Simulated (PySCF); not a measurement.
Labels have come off several samples. The candidates:

A. `InChI=1S/C6H5F2NO/c7-6(8)5-1-3-9(10)4-2-5/h1-4,6H`
B. `CC([P@H](C=C)=O)C`
C. SMILES O=C(Cl)/C=C(/Cl)C(F)(F)F

Spectrum 1. ¹³C{¹H} NMR (computed): δ 145.1 (CH2), 140.2 (CH), 33.3 (CH), 18.2 (CH3), 14.1 (CH3).

Spectrum 2. ¹³C{¹H} NMR (computed): δ 144.6 (CH), 132.5 (C), 131.5 (CH), 120.5 (CH).

Spectrum 3. ¹³C{¹H} NMR (computed): δ 168.0 (C), 159.3 (C), 137.5 (CH), 127.9 (C).

Non-relativistic Hamiltonian, a single conformation, in vacuum, rapidly exchanging positions averaged. Shielding tensors at PBE0/pcSseg-1 (GIAO); coordinates at the GFN2-xTB level; PySCF.

Chemical shifts δ = σref − σ; TMS for ¹³C, all at this level. Splittings of carbon signals by F and P are missing where no couplings were computed. Shifts are as computed. Against solution values, carbons near 30 ppm lie about +3 ppm off and those near 130 ppm about +5 ppm; carbons on Cl a further +6 ppm. Of 1211 compounds with measured shifts, 218 miss one by over three times the rms of a fit or turn the order of signals round; such compounds aren't used in these exercises. Carbons bonded to Cl come out too deshielded.

Which spectrum belongs to which compound?

## Answers

1–B, 2–A, 3–C.

- Spectrum 1 (B): 5 ¹³C signals; δC 145.1 is a terminal =CH2 carbon; δC 140.2 is an alkene CH.
- Spectrum 2 (A): 4 ¹³C signals; δC 144.6 is an aromatic CH next to a ring nitrogen; δC 131.5 is an aromatic CH.
- Spectrum 3 (C): 4 ¹³C signals; δC 159.3 is a β carbon of a C=C–C=O unit; δC 137.5 is an α carbon of a C=C–C=O unit.
